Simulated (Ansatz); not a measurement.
The same ligand exchange along the group Mg, Zn, Cd.

Calculated with Ansatz (gas phase, PBE0-D4/def2-TZVP geometries, no zero-point term in ΔE). CCSD(T)/CBS adds triple-zeta CCSD(T) − MP2 to the extrapolated MP2 energy (def2 sets, frozen cores). Functionals use def2-TZVPP. Elements past krypton have def2 core potentials. For Cd, Mg, Te, Zn outer-core shells are correlated without core-valence functions, which leaves a few kJ/mol of doubt a bond. Scalar relativity is left out up to krypton. Each species was taken in one conformer, which may not be the lowest.

```json
{"reaction": "`[SiH3][O][Mg][SH]` + H₂Te → `[SiH3][TeH]` + `[OH][Mg][SH]`", "ωB97X-V (kJ/mol)": "63", "revPBE-D4 (kJ/mol)": "48", "CCSD(T)/CBS(def2) (kJ/mol)": "62"}
{"reaction": "`[SiH3][O][Zn][SH]` + H₂Te → `[SiH3][TeH]` + `[OH][Zn][SH]`", "ωB97X-V (kJ/mol)": "52", "revPBE-D4 (kJ/mol)": "30", "CCSD(T)/CBS(def2) (kJ/mol)": "48"}
{"reaction": "`[SiH3][O][Cd][SH]` + H₂Te → `[SiH3][TeH]` + `[OH][Cd][SH]`", "ωB97X-V (kJ/mol)": "53", "revPBE-D4 (kJ/mol)": "31", "CCSD(T)/CBS(def2) (kJ/mol)": "47"}
```

Largest T1 diagnostic: 0.016, for `[OH][Zn][SH]`.
